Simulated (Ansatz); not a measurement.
`[BH2][Zn][NH2]` + H₂O → `[NH2][Zn][OH]` + BH₃ at 500 K and 1 bar (formal hydrolysis of a Zn–B bond).

Isolated molecules relaxed with PBE0-D4/def2-TZVP in Ansatz; ΔE leaves out vibrations. CCSD(T)/CBS is the MP2 limit (def2-TZVPP, def2-QZVPP) plus CCSD(T) − MP2 in def2-TZVPP, frozen cores. This one scheme is used for every species. For Zn outer-core shells are correlated without core-valence functions, which leaves a few kJ/mol of doubt a bond. Scalar relativity is left out up to krypton. One conformer a species, not always the lowest.

```json
{"species": "`[BH2][Zn][NH2]`", "CCSD(T)/CBS energy (Eh)": "-1860.24610", "H − E (kJ/mol)": "151.9", "S (J/(mol·K))": "362.1"}
{"species": "H₂O", "CCSD(T)/CBS energy (Eh)": "-76.37941", "H − E (kJ/mol)": "73.2", "S (J/(mol·K))": "206.3"}
{"species": "`[NH2][Zn][OH]`", "CCSD(T)/CBS energy (Eh)": "-1910.09198", "H − E (kJ/mol)": "132.5", "S (J/(mol·K))": "338.6"}
{"species": "BH₃", "CCSD(T)/CBS energy (Eh)": "-26.55200", "H − E (kJ/mol)": "86.8", "S (J/(mol·K))": "208.8"}
```

H − E and S are ideal-gas, rigid-rotor, harmonic terms from PBE0-D4/def2-TZVP, for one conformer and one mirror image of each species. 1 Eh = 2625.50 kJ/mol, R = 8.31446 J/(mol·K).

By hand: ΔE, ΔH, ΔS and ΔG.

ΔE = (-1910.09198) + (-26.55200) − (-1860.24610) − (-76.37941) = -0.01847 Eh = -48.5 kJ/mol. Δ(H − E) = 132.5 + 86.8 − 151.9 − 73.2 = -5.8, so ΔH = -54.3 kJ/mol. ΔS = 338.6 + 208.8 − 362.1 − 206.3 = -21.0 J/(mol·K). ΔG = -54.3 − 500 × (-21.0)/1000 = -43.8 kJ/mol.

By hand: the equilibrium constant, and the temperature at which ΔG would vanish if ΔH and ΔS stayed fixed.

log₁₀ K = −ΔG/(RT ln 10) = 4.6. ΔG = 0 at ΔH/ΔS = 2586 K, far beyond where these terms or the molecules hold.

ΔH outweighs TΔS. A doubt of 5 kJ/mol in ΔE shifts log₁₀ K by 0.5 here. Other conformers and mirror images would add mixing entropy, several J/(mol·K) or more a flexible species. These are equilibria of isolated gas molecules and say nothing of rates. Largest T1 diagnostic: 0.017 (customary marks: 0.02 for closed shells, 0.045 for open ones).
